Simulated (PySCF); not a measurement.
Species: C₄H₈F₂O₂.
Structure used (PBE0-D3(BJ)/def2-SVP), in Å, numbered top down from 1:
```
atom  x, y, z in Å
C1    -2.4491    0.4355   -0.1025
C2    -1.2215   -0.2148    0.4818
O3    -0.3139   -0.4959   -0.5670
C4     0.8539   -1.0996   -0.1651
O5     1.6800   -0.2387    0.5900
C6     2.2688    0.7514   -0.1285
F7     2.7194    1.6597    0.7351
F8     3.3285    0.2683   -0.8142
H9    -2.1871    1.3805   -0.6010
H10   -2.9227   -0.2232   -0.8451
H11   -3.1810    0.6539    0.6888
H12   -0.7429    0.4439    1.2281
H13   -1.4829   -1.1576    1.0020
H14    0.6734   -1.9637    0.4975
H15    1.3768   -1.4287   -1.0770
H16    1.5807    1.2255   -0.8512
```

All values: CAM-B3LYP/def2-SVPD (PySCF, non-relativistic), on one gas-phase PBE0-D3(BJ)/def2-SVP geometry that isn't relaxed in the solvent. The solvent is an IEF-PCM continuum (van der Waals radii × 1.2), and excitations are vertical TDDFT with non-equilibrium linear response and a frozen core. Specific hydrogen bonds and non-electrostatic terms are outside this model.

Gas-phase singlets (H = HOMO, L = LUMO):

```json
{"state": "S1", "E (eV)": "8.067", "λ (nm)": "154", "f": "0.009", "leading configuration": "H→L 88%"}
{"state": "S2", "E (eV)": "8.694", "λ (nm)": "143", "f": "0.028", "leading configuration": "H→L+1 81%"}
{"state": "S3", "E (eV)": "8.799", "λ (nm)": "141", "f": "0.051", "leading configuration": "H→L+2 70%"}
{"state": "S4", "E (eV)": "9.101", "λ (nm)": "136", "f": "0.035", "leading configuration": "H-1→L 58%"}
{"state": "S5", "E (eV)": "9.175", "λ (nm)": "135", "f": "0.012", "leading configuration": "H→L+3 47%"}
```

Question: How does the list change in dichloromethane (ε = 8.93)?

Answer: 
```json
{"state": "S1", "E (eV)": "8.085", "λ (nm)": "153", "f": "0.006", "leading configuration": "H→L 81%", "change by rank (eV)": "+0.018"}
{"state": "S2", "E (eV)": "8.723", "λ (nm)": "142", "f": "0.012", "leading configuration": "H→L+3 55%", "change by rank (eV)": "+0.029"}
{"state": "S3", "E (eV)": "8.780", "λ (nm)": "141", "f": "0.095", "leading configuration": "H→L+2 40%", "change by rank (eV)": "-0.019"}
{"state": "S4", "E (eV)": "9.040", "λ (nm)": "137", "f": "0.030", "leading configuration": "H→L+1 32%", "change by rank (eV)": "-0.061"}
{"state": "S5", "E (eV)": "9.175", "λ (nm)": "135", "f": "0.017", "leading configuration": "H-1→L 75%", "change by rank (eV)": "0.000"}
```

Question: How do the frontier levels move from gas to dichloromethane?

Answer: 
```tsv
orbital	gas (eV)	solvent (eV)	change (eV)
LUMO+2	1.83	2.01	+0.18
LUMO+1	1.65	1.89	+0.24
LUMO	1.20	1.43	+0.23
HOMO	-9.95	-9.71	+0.24
HOMO-1	-10.83	-10.68	+0.15
HOMO-2	-11.00	-10.89	+0.11
HOMO-3	-11.99	-11.74	+0.25
```

The HOMO–LUMO gap goes from 11.16 to 11.13 eV. Rows go by rank; for HOMO-2, HOMO-1, LUMO+1 and LUMO+2 the atom shares or the degeneracy differ between the runs, so the row needn't follow one orbital.
